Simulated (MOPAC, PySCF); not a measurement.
C$_{2}$H$_{7}$GaS, SMILES `[CH3][Ga]([CH3])[SH]` (C–Ga–S–H torsion 179°), neutral singlet in the gas phase. 

Z-matrix (Å, degrees):
```
Ga
C 1 1.9753
H 2 1.0888 1 111.46
H 2 1.0915 3 108.99 1 -122.10
H 2 1.0923 3 108.58 4 -116.88
C 1 1.9778 2 127.88 3 -172.54
H 6 1.0898 1 111.81 2 3.92
H 6 1.0911 7 108.86 1 -121.73
H 6 1.0916 7 108.69 8 -117.02
S 1 2.2348 2 114.89 3 7.74
H 10 1.3437 1 95.58 2 179.45
```
Charge 0, spin multiplicity 1.

All levels are single points at this geometry (B3LYP-D3(BJ)/def2-TZVP); Pople sets use spherical d functions. Orbital energies aren't observables, and empty levels follow the basis.

PM6 in MOPAC gives gap (eV) = 9.31.

### Question
Estimate the gap (eV) from each of these levels: M06-2X/def2-TZVP in PySCF; PBE-D3(BJ)/def2-TZVP in PySCF; B3LYP/LANL2DZ in PySCF; PBE/6-31G* in PySCF; SVWN5/6-31G* in PySCF; AM1 in MOPAC; PM3 in MOPAC; PM7 in MOPAC.

### Answer

```json
[
 {"level": "M06-2X/def2-TZVP in PySCF", "gap (eV)": "8.32"},
 {"level": "PBE-D3(BJ)/def2-TZVP in PySCF", "gap (eV)": "4.66"},
 {"level": "B3LYP/LANL2DZ in PySCF", "gap (eV)": "6.29"},
 {"level": "PBE/6-31G* in PySCF", "gap (eV)": "4.62"},
 {"level": "SVWN5/6-31G* in PySCF", "gap (eV)": "4.50"},
 {"level": "AM1 in MOPAC", "gap (eV)": "8.43"},
 {"level": "PM3 in MOPAC", "gap (eV)": "7.14"},
 {"level": "PM7 in MOPAC", "gap (eV)": "8.73"}
]
```
